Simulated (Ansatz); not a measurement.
Basis-set series for `F[SiH](Cl)O[SiH2]Cl`. The species carries charge 0 and has multiplicity 1. All single points use the PBE0-D4/def2-TZVP geometry. It is one conformer, not always the lowest.

```json
{"functional": "PBE0-D4", "basis": "def2-TZVPP", "functions": "272", "energy (Eh)": "-1675.94531", "HOMO (eV)": "-9.14", "LUMO (eV)": "0.11"}
{"functional": "PBE0-D4", "basis": "def2-QZVPP", "functions": "484", "energy (Eh)": "-1676.00326", "HOMO (eV)": "-9.16", "LUMO (eV)": "-0.06"}
{"functional": "ωB97M-V", "basis": "def2-TZVPP", "functions": "272", "energy (Eh)": "-1676.53711", "HOMO (eV)": "-11.38", "LUMO (eV)": "1.86"}
{"functional": "ωB97M-V", "basis": "def2-QZVPP", "functions": "484", "energy (Eh)": "-1676.59135", "HOMO (eV)": "-11.41", "LUMO (eV)": "1.47"}
```

**Question.** Give the rows for def2-SVP. (Best estimate.)

**Answer.** Computed: 
```tsv
functional	basis	functions	energy (Eh)	HOMO (eV)	LUMO (eV)
PBE0-D4	def2-SVP	115	-1675.18324	-9.02	0.58
ωB97M-V	def2-SVP	115	-1675.77487	-11.21	2.55
```

Positive LUMOs are unbound and depend on the basis.
